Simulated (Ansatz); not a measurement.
ClH₇OSi₃ (`O[Si]([SiH3])([SiH3])Cl`). Total charge 0; spin multiplicity 1.

```tsv
atom	x (Å)	y (Å)	z (Å)
O1	2.011	0.428	-0.264
Si2	0.376	0.335	-0.427
Si3	-0.370	-1.878	-0.649
Si4	-0.540	1.537	1.360
Cl5	-0.211	1.277	-2.186
H6	2.555	0.010	-0.935
H7	-1.835	-1.894	-0.904
H8	-0.082	-2.652	0.589
H9	0.334	-2.523	-1.793
H10	-0.070	2.946	1.321
H11	-0.147	0.913	2.651
H12	-2.021	1.502	1.236
```

Give the diagnostics of a CCSD(T)/def2-TZVPP run (frozen core, Ansatz). (An estimate is asked.)

Computed: T1 = 0.0126, largest single amplitude 0.018, largest double 0.019, (T) share of the correlation energy 3.7 %, 9 CCSD cycles. The RHF solution is stable towards an unrestricted one. T1 lies under the customary mark of 0.02 for closed shells.
